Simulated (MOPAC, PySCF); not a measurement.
H4OSi2, SMILES `O=[SiH][SiH3]`, neutral singlet in the gas phase. 

Cartesian coordinates (Å):
```xyz
7

O      2.2354    -1.1375    -0.4014
Si     1.3411     0.0210     0.0290
Si    -1.0114    -0.0532    -0.0321
H      1.9044     1.3093     0.5294
H     -1.5204     0.1681     1.3430
H     -1.4886     1.0503    -0.9000
H     -1.4600    -1.3603    -0.5525
```
Charge 0, multiplicity 1.

All levels are single points at this geometry (B3LYP-D3(BJ)/def2-TZVP); Pople sets use spherical d functions. Orbital energies aren't observables, and empty levels follow the basis.

SVWN5/6-31G* in PySCF gives HOMO (eV) = -6.26.

Question: Estimate the HOMO (eV) from each of these levels: B3LYP-D3(BJ)/def2-TZVP in PySCF; B3LYP/6-311+G** in PySCF; B3LYP/LANL2DZ in PySCF; PBE/6-31G* in PySCF; PM6 in MOPAC.

Answer: 
| level | HOMO (eV) |
|---|---|
| B3LYP-D3(BJ)/def2-TZVP in PySCF | -7.52 |
| B3LYP/6-311+G** in PySCF | -7.58 |
| B3LYP/LANL2DZ in PySCF | -7.38 |
| PBE/6-31G* in PySCF | -6.16 |
| PM6 in MOPAC | -9.26 |
